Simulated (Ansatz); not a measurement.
A set of 12 reactions (stannylene extrusion), with CCSD(T)/CBS values in kJ/mol:

| reaction | ΔE |
| --- | --- |
| `C[CH2][SnH2][F]` → `C[CH2][Sn][F]` + H₂ | 39.0 |
| `C[O][SnH]([CH3])[OH]` → CH₄ + `C[O][Sn][OH]` | -60.6 |
| `[OH][SnH]([OH])[Br]` → H₂O + `[OH][Sn][Br]` | -9.5 |
| `[CH3][SnH]([NH2])[OH]` → `[CH3][Sn][NH2]` + H₂O | 42.4 |
| `[CH3][SnH]([F])[CH2]Cl` → `CCl` + `[CH3][Sn][F]` | 5.7 |
| `[F][SnH]([Br])[Br]` → `[F][Sn][Br]` + HBr | 56.2 |
| `[OH][SnH]([OH])[Br]` → HBr + `[OH][Sn][OH]` | 65.0 |
| `[F][Sn]([Cl])([Cl])[Cl]` → Cl₂ + `[F][Sn][Cl]` | 286.8 |
| `[CH3][SnH]([NH2])[OH]` → NH₃ + `[CH3][Sn][OH]` | 23.8 |
| `[CH3][SnH]([NH2])[OH]` → CH₄ + `[NH2][Sn][OH]` | -51.2 |
| `[F][Sn]([F])([SiH3])[Cl]` → `[F][Sn][Cl]` + `F[SiH3]` | -76.3 |
| `C[O][SnH]([CH3])[OH]` → `C[O][Sn][CH3]` + H₂O | 46.3 |

Isolated molecules relaxed with PBE0-D4/def2-TZVP in Ansatz; ΔE leaves out vibrations. CBS: MP2 limit from def2 TZ/QZ plus the TZ coupled-cluster correction, frozen cores. This one scheme is used for every species. Functionals use def2-TZVPP. B3LYP here is the variant with VWN-RPA as its local correlation; programs differ in this. def2 core potentials past Kr. For Br, Sn outer-core shells are correlated without core-valence functions, which leaves a few kJ/mol of doubt a bond. Scalar relativity is left out up to krypton. One conformer a species, not always the lowest.

(1) Give the mean, mean absolute and largest difference (level minus CCSD(T)/CBS, kJ/mol) for: B3LYP-D4, ωB97M-V, B2PLYP, PBE, r2SCAN, PBE0, HF/def2-TZVPP, SCS-MP2/def2-TZVPP, CCSD/def2-TZVPP, CCSD(T)/def2-TZVPP, HF/def2-QZVPP, SCS-MP2/def2-QZVPP, HF/CBS(def2), MP2/CBS(def2). (An estimate is asked.)

The largest T1 diagnostic in the set is 0.018, for `[OH][Sn][OH]` (customary mark 0.02).

CCSD(T)/CBS is a level of theory with its own doubt, and the functionals carry their triple-zeta basis error, so these figures describe this set and don't rank the functionals.

Results:

(1) Ansatz gave: 
```tsv
level	mean	mean absolute	largest
B3LYP-D4	-25.5	25.5	-34.4
ωB97M-V	-4.3	4.5	-8.4
B2PLYP	-20.8	20.8	-25.6
PBE	-25.1	25.1	-47.0
r2SCAN	-4.6	5.1	-12.8
PBE0	-8.2	9.0	-16.6
HF/def2-TZVPP	-4.4	10.6	-26.3
SCS-MP2/def2-TZVPP	-7.8	7.8	-19.3
CCSD/def2-TZVPP	-1.4	3.3	-8.9
CCSD(T)/def2-TZVPP	0.8	2.6	6.3
HF/def2-QZVPP	-4.5	10.7	-27.4
SCS-MP2/def2-QZVPP	-7.1	7.1	-16.0
HF/CBS(def2)	-4.6	10.7	-27.6
MP2/CBS(def2)	-3.0	4.6	9.5
```
